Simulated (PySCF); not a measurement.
IrOI2, doublet: computed properties

Computed with UPBE/[Ir def2-SVP with ECP60, O def2-SVP, I def2-SVP with ECP28], scalar-relativistic core potentials, density fitting, no spin–orbit coupling, PySCF.

The structure is a minimum.

Coordinates in bohr (charge 0 multiplicity 2):
```
Ir    0.0000    0.0000   -1.2384
O     0.0000    0.0000   -4.4570
I    -4.1148    0.0000    1.2215
I     4.1148    0.0000    1.2215
```

| Property | Result |
| --- | --- |
| Point group | C2v |
| Bond lengths | Ir–I 2.537 Å (×2), Ir–O 1.703 Å |
| Bond angles | I–Ir–I 118.3°, I–Ir–O 120.9° (×2) |
| Lowest empty level (α) | -4.80 eV |
| Enthalpy at 298.15 K above 0 K | 18.61 kJ/mol |
| Dipole moment | 1.47 D |
| Entropy at 298.15 K and 1 bar (electronic part: spin only) | 379.6 J/(mol K) |
| Principal quadrupole moments (Buckingham, traceless) about the centre of mass | -5.30, -3.21, 8.50 D Å |
| Rotational constants | 0.06066, 0.01401, 0.01138 cm⁻¹ |
| Heat capacity Cp at 298.15 K | 74.6 J/(mol K) |
| Zero-point energy | 10.1 kJ/mol |
| Spin squared ⟨S²⟩ | 0.754 |
| Rotational symmetry number | 2 |
| Highest occupied level (α) | -5.76 eV |
| Principal polarisabilities | 57.2, 89.8, 156.5 bohr³ |
| Atomisation energy without zero-point energy | 1125 kJ/mol |

Harmonic modes (masses in u: Ir 192.963, O 15.995, I 126.904):
```csv
symmetry,ω (cm⁻¹),IR (km/mol),μ (u),type
a1,52,0.3,118.51,bend
b1,94,0.1,23.60,bend
b2,160,0.4,19.31,bend
a1,197,0.8,122.64,stretch
b2,243,14.3,83.16,mixed
a1,949,80.2,17.17,stretch
```

In C2v the vibrations span 3a1 + b1 + 2b2. Here b1 is antisymmetric to the molecular plane and b2 lies in it.

Charges (e):
```tsv
atom	Mulliken	Löwdin	polar tensor	spin (Mulliken)	Mayer order to Ir1
Ir1	0.23	-0.49	0.77	0.56	–
O2	-0.21	-0.01	-0.42	0.40	1.84
I3,4	-0.01	0.25	-0.17	0.02	1.18
```

Mulliken populations on Ir1 (electrons outside its core potential): s 2.82, p 6.35, d 7.56, f 0.05.

Outer orbital energies (eV). α occupied: -8.62, -8.32, -7.93, -7.59, -7.28, -6.60, -6.06, -5.76; empty: -4.80, -4.72, -0.65, 0.07. β occupied: -9.98, -8.51, -8.18, -7.87, -7.40, -7.26, -6.37, -5.92; empty: -4.75, -4.58, -4.57, -0.51.

Formally Ir is in oxidation state +4, d5, with 1 unpaired electron (the high-spin count would be 5). The Mulliken spin on Ir is 0.56. The polar-tensor charge on Ir, 0.77, is far below the formal one.

This need not be the most stable arrangement of these atoms. With open d or f shells other occupations or spin states may lie lower. With an element this heavy the missing spin–orbit coupling can shift these numbers.

The final relaxation and frequency run took 3.3 min on 4 threads of a shared Intel Xeon @ 2.50GHz (Skylake/Cascade Lake) host, with 98 basis functions and 16 gradients; the process peaked at 1 GiB. Launch command: `OMP_NUM_THREADS=4 python axn.py task.json out`.
